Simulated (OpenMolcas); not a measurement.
Pd2+: effect of the metal basis

Pd2+ with its 6 nearest fluoride ions at 2.221 Å, on the Na site of NaF (a = 4.634 Å, distance in the model lattice 2.317 Å). The rest of the host is ab initio model potentials to 7.6 Å and point charges beyond; the distance is set by hand and nothing relaxes, and no local charge compensation is placed.

* Program: OpenMolcas 26.06
* Method: CASSCF
* Spin-orbit coupling: state interaction with AMFI integrals over the reference wave functions

Fixed: ligand basis ANO-RCC-VDZP, active space 8 electrons in 5 orbitals (4d), DKH2 Hamiltonian.

States (labels of O, the rotations of Oh). Energies in cm-1 above the lowest state or level, χT in cm3 K/mol; 10Dq and B are least-squares fits to the states below 45000 cm-1, weighted by degeneracy, with a free offset, and given where the rms deviation is under 5 % of |10Dq| (or 100 cm-1) and under 700 cm-1.

```json
{"Run": "A", "Metal basis": "ANO-RCC-VDZP", "Ground state": "3A2", "First state of that spin": "3T2 11271", "10Dq": "11432", "B (rms of fit)": "864 (93)", "First gap with spin-orbit (degeneracies)": "10111 (3, 2)", "χT at 300 K": "1.488", "First state of another spin": "1E 13403", "Cost": "roughly 17 core-seconds"}
{"Run": "B", "Metal basis": "ANO-RCC-VTZP", "Ground state": "3A2", "First state of that spin": "3T2 10776", "10Dq": "10921", "B (rms of fit)": "879 (76)", "First gap with spin-orbit (degeneracies)": "9754 (3, 2)", "χT at 300 K": "1.500", "First state of another spin": "1E 13633", "Cost": "roughly 30 core-seconds"}
```

Against A, |10Dq| changes by -4.5 % in B.

Costs are those of the RASSCF and RASSI steps.

Without dynamic correlation the repulsion within the d shell is too large (B by tens of per cent), so at a given field states of lower spin stand too high. Real 4d8 and 5d8 ions are as a rule square planar and diamagnetic. With metal d orbitals alone the field can be off either way by tens of per cent. Ligand-to-metal charge-transfer states are missing. With no ligand orbital active B as a rule stays too high, so bands that hang on it stand too high and its fall with covalency is understated. No measured value stands beside these numbers; the geometry was set by hand and not optimised.
